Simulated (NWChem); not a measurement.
System meant: TiHOCl₃; SMILES [OH][Ti]([Cl])([Cl])[Cl]

Here is an NWChem input.

```
start job
memory heap 200 mb stack 900 mb global 1100 mb
geometry units angstroms noautoz
  Ti     0.000000     0.000000    -0.263792
  Cl     1.825930     0.978168     0.476006
  Cl    -1.760083     1.092218     0.476006
  Cl    -0.065847    -2.070385     0.476006
  O      0.000000     0.000000    -1.987774
  H      0.000000     0.000000    -2.952978
end
basis spherical
  * library def2-svp
end
dft
  xc b3lyp
  iterations 150
end
tddft
  cis
  nroots 4
  notriplet
end
task tddft energy
```

End of the output:

```
 Vector   44  Occ=0.000000D+00  E=-9.019026D-02  Symmetry=e+
              MO Center=  1.1D-01, -2.6D-02, -3.2D-01, r^2= 2.0D+00
   Bfn.  Coefficient  Atom+Function         Bfn.  Coefficient  Atom+Function
  ----- ------------  ---------------      ----- ------------  ---------------
    16      0.581060  1 Ti d -1              15      0.318737  1 Ti d -2
    18     -0.273505  1 Ti d  1              19      0.249479  1 Ti d  2
    21      0.249435  1 Ti d -1              43      0.247258  2 Cl py
    90      0.196021  5 O  py                61      0.193578  3 Cl py
    93      0.191461  5 O  py                60      0.183319  3 Cl px

 center of mass
 --------------
 x =   0.00000000 y =   0.00000000 z =   0.04309131

 moments of inertia (a.u.)
 ------------------
        1156.911702901545          -0.000000000000          -0.000000000000
          -0.000000000000        1156.911702901545          -0.000000000000
          -0.000000000000          -0.000000000000        1607.465868855499

     Multipole analysis of the density
     ---------------------------------

     L   x y z        total         alpha         beta         nuclear
     -   - - -        -----         -----         ----         -------
     0   0 0 0     -0.000000    -41.000000    -41.000000     82.000000

     1   1 0 0      0.000000      0.000000      0.000000      0.000000
     1   0 1 0      0.000000      0.000000      0.000000      0.000000
     1   0 0 1     -1.231519     -0.615759     -0.615759     -0.000000

     2   2 0 0    -46.447414   -218.589867   -218.589867    390.732320
     2   1 1 0     -0.000000     -0.000000     -0.000000      0.000000
     2   1 0 1      0.000000      0.000000      0.000000      0.000000
     2   0 2 0    -46.447414   -218.589867   -218.589867    390.732320
     2   0 1 1      0.000000      0.000000      0.000000      0.000000
     2   0 0 2    -37.102827   -113.925301   -113.925301    190.747774

 ------------------------------------------------------------------------
 tddft_init: non-Abelian symmetry not permitted                   0
 ------------------------------------------------------------------------
 ------------------------------------------------------------------------
  current input line :
    23: task tddft energy
 ------------------------------------------------------------------------
 ------------------------------------------------------------------------
 There is an error related to the specified geometry
 ------------------------------------------------------------------------
 For more information see the NWChem manual at https://nwchemgit.github.io

0:tddft_init: non-Abelian symmetry not permitted:Received an Error in Communication
```

Can this run be used? If not, why, and what is the fix?

The program stopped with an error. Cause: the TDDFT module takes Abelian point groups alone, and the geometry was found to have a non-Abelian one. This input runs:
```
start job
memory heap 200 mb stack 900 mb global 1100 mb
geometry units angstroms noautosym nocenter noautoz
  Ti     0.000000     0.000000    -0.263792
  Cl     1.825930     0.978168     0.476006
  Cl    -1.760083     1.092218     0.476006
  Cl    -0.065847    -2.070385     0.476006
  O      0.000000     0.000000    -1.987774
  H      0.000000     0.000000    -2.952978
end
basis spherical
  Ti library def2-svp
  Cl library def2-svp
  O library def2-svp
  H library def2-svp
end
dft
  xc b3lyp
  iterations 150
end
tddft
  cis
  nroots 4
  notriplet
end
task tddft energy
```
It converges to -2305.61027 Ha (B3LYP/def2-SVP, TDA).
